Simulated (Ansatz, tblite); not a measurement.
Cost and result up the ladder for Ge₁₇H₂₄, a nanocrystal cut from cubic germanium (41 atoms). The state is a singlet with charge 0. Geometry: r2SCAN-D4/def2-SVP.

```tsv
atom	x (Å)	y (Å)	z (Å)
Ge1	-2.358	-3.369	-2.148
Ge2	-0.596	0.687	-3.144
Ge3	-0.621	1.966	3.642
Ge4	0.189	3.024	-0.091
Ge5	-1.470	-0.514	0.616
Ge6	1.460	-2.296	-1.376
Ge7	2.318	0.179	1.664
Ge8	3.154	1.202	-2.083
Ge9	-3.023	-2.245	-0.101
Ge10	-2.183	0.306	2.797
Ge11	-1.375	1.358	-0.940
Ge12	-0.037	-4.072	-2.093
Ge13	1.554	-0.425	-2.927
Ge14	-0.529	3.830	2.088
Ge15	1.584	0.965	3.844
Ge16	2.404	2.026	0.080
Ge17	0.758	-1.484	0.810
H18	-3.254	-4.607	-2.359
H19	-2.583	-2.427	-3.344
H20	-0.412	1.953	-4.008
H21	-1.622	-0.220	-3.852
H22	-1.091	2.466	5.027
H23	0.248	4.201	-1.093
H24	2.890	-2.877	-1.256
H25	3.722	-0.459	1.774
H26	3.286	2.375	-3.077
H27	4.541	0.545	-1.932
H28	-4.433	-1.642	-0.269
H29	-3.099	-3.295	1.027
H30	-3.593	0.922	2.680
H31	-2.268	-0.883	3.777
H32	-2.782	1.993	-1.046
H33	0.382	-4.597	-3.481
H34	0.096	-5.238	-1.091
H35	2.016	-0.935	-4.312
H36	-1.921	4.482	1.969
H37	0.456	4.900	2.603
H38	2.584	2.005	4.392
H39	1.535	-0.215	4.836
H40	3.392	3.094	0.603
H41	0.683	-2.677	1.793
```

Ansatz on 11 threads of AMD EPYC 7R13 on a shared host and a whole NVIDIA H100 80GB HBM3; xTB runs through tblite on one thread. Times are rough, summed over both states, and most runs start from the orbitals of an earlier one. PBE0-D4/def2-TZVP serves as the yardstick here, not as an exact answer. The other state is a doublet.

The xTB rows come from tblite. Single mean-field runs in def2-TZVP are fitted with def2-universal-jkfit.

Raw xTB energies of ions are shifted by several eV.

```json
{"level": "GFN1-xTB", "functions": "201", "wall time": "0.63 s", "vertical IE (eV)": "13.00", "difference from PBE0-D4/def2-TZVP (eV)": "5.06"}
{"level": "GFN2-xTB", "functions": "177", "wall time": "0.67 s", "vertical IE (eV)": "11.50", "difference from PBE0-D4/def2-TZVP (eV)": "3.56"}
{"level": "PBE-D4/def2-TZVP", "functions": "960", "wall time": "13 s", "vertical IE (eV)": "7.52", "difference from PBE0-D4/def2-TZVP (eV)": "-0.42"}
{"level": "PBE0-D4/def2-TZVP (with forces)", "functions": "960", "wall time": "29 s", "vertical IE (eV)": "7.94", "difference from PBE0-D4/def2-TZVP (eV)": "0.00"}
```
